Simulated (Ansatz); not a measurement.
Reactions of H$_{6}$Si$_{2}$Te, SMILES `[SiH3][SiH2][TeH]`.

Gas-phase electronic energies from Ansatz, PBE0-D4/def2-TZVP geometries. CCSD(T)/CBS adds triple-zeta CCSD(T) − MP2 to the extrapolated MP2 energy (def2 sets, frozen cores). This one scheme is used for every species, atoms too. Open shells (•) are unrestricted, without spin–orbit coupling. Spin–orbit coupling would lower the free atoms: a little for Si; strongly for Te. Elements past krypton have def2 core potentials. Bonds to Br, Ge, Te are less sure, by a few kJ/mol each and by 10 to 20 or more in all where they break to atoms, as the def2 sets lack core-valence functions. Scalar relativity is left out up to krypton. One conformer a species, not always the lowest.

Order these by ΔE at CCSD(T)/CBS, lowest first. (An estimate is asked.)
A. `[SiH3][SiH2][TeH]` + `CO[SiH2]O[SiH3]` → `[SiH3]O[SiH2]O[SiH3]` + `C[SiH2][TeH]`
B. `[SiH3][SiH2][TeH]` + `N[SiH2]F` → `F[SiH2]N[SiH2][SiH3]` + H₂Te
C. `[SiH3][SiH2][TeH]` → `[SiH3][TeH]` + `[SiH2]`
D. `[SiH3][SiH2][TeH]` → 6 H• + 2 Si• + Te•
E. `[SiH3][SiH2][TeH]` + H₂ → H₂Te + `[SiH3][SiH3]`
F. `[SiH3][SiH2][TeH]` + HBr → `[SiH3][SiH2]Br` + H₂Te
G. `[SiH3][SiH2][TeH]` + `C[O][GeH3]` → `[GeH3][O]C[TeH]` + `[SiH3][SiH3]`
H. `[SiH3][SiH2][TeH]` + `ClBC[O][GeH3]` → `[GeH3][O]C[TeH]` + `[SiH3][SiH2]BCl`

A (-2.06 eV), F (-0.28 eV), B (+0.19 eV), E (+0.48 eV), G (+1.00 eV), H (+1.14 eV), C (+2.52 eV), D (+25.34 eV).

Largest T1 diagnostic: 0.014, for `[SiH3][SiH2]BCl`.
